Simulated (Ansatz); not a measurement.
A structure drawn as `[O][Sn]([F])([Cl])[Cl]`, with this starting geometry:

```xyz
5

O    -1.4897   -1.0748   -0.9080
Sn   -0.0137   -0.0763   -0.0155
F     1.1863   -1.3591    0.7645
Cl    1.1753    1.1800   -1.5150
Cl   -0.8582    1.3302    1.6740
```

Charge 0, multiplicity 2. Sn takes the def2 core potential.

Question: Relax it with Ansatz at PBE-D4/def2-SVP and then PBE0-D4/def2-TZVP. Is the drawn bonding still there?

Answer: Yes, every drawn bond is still there and no new one forms.

Question: Give the relaxed structure. (An estimate is asked.)

Answer: Computed: 
Z-matrix (Å, degrees):
```
Sn
O 1 1.967
Cl 1 2.277 2 109.4
Cl 1 2.278 2 108.9 3 125.8
F 1 1.893 2 109.2 3 -117.1
```
All modes are real.

Atoms count as bonded under 1.1 times the sum of their covalent radii (H–H under 0.85 Å, pairs among N, O and F under 1.55 Å), and a drawn bond as lost past 1.3 times.
